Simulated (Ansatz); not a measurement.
Z-matrix (Å, degrees):
```
C
C 1 1.521
H 1 1.095 2 111.3
H 1 1.094 2 110.6 3 -119.3
H 1 1.094 2 112.0 3 120.8
C 2 1.554 1 114.4 3 57.5
Si 2 1.928 1 117.5 3 178.7
H 2 1.100 1 108.8 3 -63.0
Al 6 1.975 2 97.6 1 155.0
H 6 1.094 2 113.6 1 -73.8
H 6 1.101 2 109.0 1 44.3
H 7 1.492 2 115.4 1 83.0
H 7 1.496 2 109.6 1 -38.0
H 9 1.591 6 135.1 2 155.8
```

The species carries charge 0 and has multiplicity 1.

Question: List the PBE/def2-TZVPP orbital energies in eV (Ansatz). (Best estimate.)

Answer: Computed: Occupied: -1778.95, -1506.56, -269.00, -268.59, -268.43, -136.73, -106.82, -93.46, -93.45, -93.44, -68.95, -68.71, -68.66, -19.23, -16.59, -14.22, -12.37, -10.79, -10.19, -9.89, -9.32, -8.87, -8.32, -7.77, -7.00, -6.08, -5.61. Lowest empty: -2.48, -0.80, -0.23, 0.35, 0.58, 1.00, 1.33, 1.49.
